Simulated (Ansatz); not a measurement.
`FB(S)[SiH2][SiH3]` + H₂ → `FB[SiH2][SiH3]` + H₂S  (hydrogenolysis of a B–S bond)

Gas-phase electronic energies from Ansatz, PBE0-D4/def2-TZVP geometries. CCSD(T)/CBS adds triple-zeta CCSD(T) − MP2 to the extrapolated MP2 energy (def2 sets, frozen cores). This one scheme is used for every species. Functionals use def2-TZVPP. Each species was taken in one conformer, which may not be the lowest.

| species | PBE-D4 energy (Eh) |
| --- | --- |
| `FB(S)[SiH2][SiH3]` | -1105.02762 |
| H₂ | -1.16621 |
| `FB[SiH2][SiH3]` | -706.93510 |
| H₂S | -399.22838 |

Task: Work out ΔE.

Result: ΔE = (-706.93510) + (-399.22838) − (-1105.02762) − (-1.16621) = 0.03035 Eh = +19.0 kcal/mol. CCSD(T)/CBS gives +16.4 kcal/mol.

Largest T1 diagnostic among the species: 0.015.

From PBE to PBE0 (25 % exact exchange), in def2-TZVPP and without D4, ΔE moves by −1.3 kcal/mol. Leaving LDA and LC-ωPBE aside and taking each functional with its dispersion term where it has one, the values, not all of them listed here, spread over 4.7 kcal/mol, from BHLYP-D4 to revPBE-D4. LDA lies +2.1 kcal/mol from PBE without D4.
